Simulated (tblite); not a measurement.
Parent: `[CH2:1]=[C:2]([CH3:3])[Si@@H:4]([Cl:5])[CH2:6][CH2:7][CH3:8]` with C1–C2–Si4–Cl5 123°, C2–Si4–C6–C7 56°, Si4–C6–C7–C8 -178°, C6H13ClSi.

Structures optimised with GFN2-xTB, isolated species. One conformer each, not checked by frequencies here.

| coordinate of the parent | value |
| --- | --- |
| C1=C2 | 1.327 Å |
| C2–C3 | 1.500 Å |
| C2–Si4 | 1.895 Å |
| Si4–Cl5 | 2.033 Å |
| Si4–C6 | 1.905 Å |
| C6–C7 | 1.528 Å |
| C7–C8 | 1.524 Å |
| C1–C2–C3 | 121.2° |
| C1–C2–Si4 | 122.0° |
| C3–C2–Si4 | 116.8° |
| C2–Si4–Cl5 | 108.9° |
| C2–Si4–C6 | 109.9° |
| Cl5–Si4–C6 | 108.1° |
| Si4–C6–C7 | 113.1° |
| C6–C7–C8 | 111.8° |

Question: How does the shared frame change in `[CH:1]#[C:2][C@@H:3]([CH2:4][CH3:5])[Si@@H:6]([Cl:7])[C:8](=[CH2:9])[CH3:10]` with C2–C3–C4–C5 -65°, C2–C3–Si6–Cl7 171°, C3–Si6–C8–C9 -110°, C8H13ClSi? Atoms pair as C1 = C9, C2 = C8, C3 = C10, Si4 = Si6, Cl5 = Cl7, C6 = C3, C7 = C4, C8 = C5 (parent first).

Answer: 
```json
{"parent": "C1=C2", "relative": "C9=C8", "value in the relative": "1.328 Å", "change": "+0.001"}
{"parent": "C2–C3", "relative": "C8–C10", "value in the relative": "1.500 Å", "change": "0.000"}
{"parent": "C2–Si4", "relative": "C8–Si6", "value in the relative": "1.890 Å", "change": "-0.005"}
{"parent": "Si4–Cl5", "relative": "Si6–Cl7", "value in the relative": "2.029 Å", "change": "-0.004"}
{"parent": "Si4–C6", "relative": "Si6–C3", "value in the relative": "1.926 Å", "change": "+0.021"}
{"parent": "C6–C7", "relative": "C3–C4", "value in the relative": "1.538 Å", "change": "+0.010"}
{"parent": "C7–C8", "relative": "C4–C5", "value in the relative": "1.524 Å", "change": "0.000"}
{"parent": "C1–C2–C3", "relative": "C9–C8–C10", "value in the relative": "121.3°", "change": "+0.1"}
{"parent": "C1–C2–Si4", "relative": "C9–C8–Si6", "value in the relative": "122.7°", "change": "+0.7"}
{"parent": "C3–C2–Si4", "relative": "C10–C8–Si6", "value in the relative": "116.0°", "change": "-0.8"}
{"parent": "C2–Si4–Cl5", "relative": "C8–Si6–Cl7", "value in the relative": "110.2°", "change": "+1.3"}
{"parent": "C2–Si4–C6", "relative": "C8–Si6–C3", "value in the relative": "110.0°", "change": "+0.1"}
{"parent": "Cl5–Si4–C6", "relative": "Cl7–Si6–C3", "value in the relative": "107.3°", "change": "-0.8"}
{"parent": "Si4–C6–C7", "relative": "Si6–C3–C4", "value in the relative": "112.1°", "change": "-1.0"}
{"parent": "C6–C7–C8", "relative": "C3–C4–C5", "value in the relative": "111.7°", "change": "-0.1"}
```

Of the parent's bonds, Si4–C6 changes most (+0.021 Å). Bonds of the relative outside the shared frame: C1≡C2 1.198, C2–C3 1.445 Å. Point group C1 → C1.

These are computed values.
